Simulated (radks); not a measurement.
Problem. Spherical quantum dot in the effective-mass picture: electrons in a parabolic well V = omega^2 r^2 / 2 with omega = 0.313, with a point charge +1 (a donor) at the centre, all in effective atomic units (hartree* = m*/eps^2 hartree, bohr* = eps/m* bohr), one dielectric constant everywhere. Calculated with a radial shooting solver with Libxc functionals: non-relativistic Kohn-Sham, exchange-only LDA, spin-polarised, spherical densities. Levels are named by radial order and angular momentum (1s, 1p, 1d, 2s, ...), and open shells are averaged over m. At N = 5 the configuration is 1s2 1p(up 3, down 0). Does electron 6 go into 1p down or 2s up or 2s down?

Solution. Into 1p down. The total energies of the other choices lie higher by 0.0329 hartree* (2s up), 0.0968 hartree* (2s down).
